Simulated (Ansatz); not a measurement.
Relaxation of F3H4NSi (9 atoms, charge 0, multiplicity 1), to a largest force component of 0.03 eV/Å in at most 50 steps.

Method: RKS B3LYP-D4/cc-pVDZ in Ansatz 0.2.0.

```xyz
9
Properties=species:S:1:pos:R:3
Si -0.564 -0.113 -0.352
H 0.077 0.804 2.073
F 0.707 -0.940 0.235
F -0.161 1.453 -0.464
F -0.758 -0.689 -1.858
N -2.071 -0.270 0.552
H -2.348 -1.188 0.886
H -2.360 0.476 1.175
H -0.557 0.468 2.079
```

Where does it end, and by what steps?

The run converged. The force dipped under the threshold on the way, but the program's further checks kept it going. After 40 steps the energy has fallen by 0.335 eV; H9 moved furthest, 1.34 Å.

```
step  energy less start (eV)  largest force component (eV/Å)  accepted
   0                  0.0000                           1.586       yes
   2                 -0.2641                           0.391       yes
   4                 -0.2944                           0.175       yes
   6                 -0.2980                           0.257       yes
   8                 -0.3025                           0.105       yes
  10                 -0.3092                           0.047       yes
  12                 -0.3127                           0.111       yes
  14                 -0.3152                           0.079       yes
  16                 -0.3191                           0.269       yes
  18                 -0.3229                           0.053       yes
  20                 -0.3237                           0.023       yes
  22                 -0.3247                           0.076       yes
  24                 -0.3263                           0.120       yes
  26                 -0.3283                           0.143       yes
  28                 -0.3290                           0.026       yes
  30                 -0.3296                           0.295        no
  32                 -0.3319                           0.102       yes
  34                 -0.3331                           0.096       yes
  36                 -0.3344                           0.055       yes
  38                 -0.3349                           0.029       yes
  40                 -0.3352                           0.023       yes
```

```xyz
9
Properties=species:S:1:pos:R:3
Si -0.610 -0.334 -0.503
H -0.130 1.509 2.235
F 0.438 -1.576 -0.379
F 0.252 0.993 -0.121
F -1.043 -0.280 -2.067
N -1.999 -0.398 0.470
H -2.719 -1.081 0.248
H -1.893 -0.282 1.474
H -0.329 1.450 2.969
```

The run took 97 s on 2 threads of Arm Neoverse V1, on a shared host, peak memory 0.19 GiB.
